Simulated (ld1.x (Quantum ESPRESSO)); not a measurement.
# Building the RRKJ potential for Mo (LDA (PZ), fully relativistic).

molybdenum (Mo), norm-conserving RRKJ (Kleinman–Bylander form), made with ld1.x (Quantum ESPRESSO) 7.5 (LDA (PZ), fully relativistic). Core [Ar] 3d10, reference 4s2 4p6 4d3 5s0 5p0 (charge +3). Waves: 4s (bound): rc 1.70 bohr; 4p (bound): rc 1.65 bohr; 4d (bound): rc 2.35 bohr. Local part: the d channel. Core correction: a·sin(br)/r model core inside 0.95 bohr.

Open shells are filled in proportion to 2j + 1 (rel_dist='average').

All-electron outer shells of the reference configuration (LDA (PZ), scalar-relativistic, ld1.x):

```json
{"shell": "3d", "level (eV)": "-254.17", "outermost node (bohr)": "–", "outermost maximum (bohr)": "0.32"}
{"shell": "4s", "level (eV)": "-96.38", "outermost node (bohr)": "0.51", "outermost maximum (bohr)": "0.99"}
{"shell": "4p", "level (eV)": "-70.13", "outermost node (bohr)": "0.52", "outermost maximum (bohr)": "1.06"}
{"shell": "4d", "level (eV)": "-33.11", "outermost node (bohr)": "0.52", "outermost maximum (bohr)": "1.32"}
{"shell": "5s", "level (eV)": "-26.93", "outermost node (bohr)": "1.30", "outermost maximum (bohr)": "2.46"}
{"shell": "5p", "level (eV)": "-20.73", "outermost node (bohr)": "1.45", "outermost maximum (bohr)": "2.82"}
```

Results:

- Cutoffs needed: 45 Ry and 70 Ry (the cutoffs (Ry, on a coarse ladder) from which the occupation-weighted sum of valence levels, in a spherical-Bessel basis at the reference potential, stays within 10 and 1 mRy of its value at 400 Ry)
- Ghost test: no extra level below or beside the all-electron valence levels (s, p1/2, p3/2, d3/2, d5/2, f tested) (spherical-Bessel basis up to 400 Ry, 20 bohr box)
- Largest excitation error: +271 meV (all-electron minus pseudo) for 4s1 4p6 4d5 5s1 5p0, out of 7 test configurations

Generation and tests took about 1.8 s on one core of a shared server CPU.
